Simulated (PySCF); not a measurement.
Computed IR spectrum (relative IR intensity) of a molecule C2H4FNOSi. The structure is a stationary point at PBE0-D3(BJ)/def2-SVP. One conformer was computed; it need not be the lowest. All values below come from PySCF with PBE0-D3(BJ)/def2-SVP. Frequencies are harmonic and unscaled.

Lines under 2 % of the strongest are left out, and lines within 2 cm⁻¹ are merged.

```csv
ν (cm⁻¹),relative intensity
267,5.1
309,5.3
528,4.3
644,12
723,12
758,7.9
786,33
858,7.9
886,77
962,75
1239,87
1280,23
1418,4.1
2318,28
2443,100
```

Which molecule gave these data?
A. CC1=N[Si@H](F)O1
B. C[Si@@H](F)OC#N
C. F[Si@@H]1CN=CO1
D. N#CO[SiH2]CF

B, C[Si@@H](F)OC#N
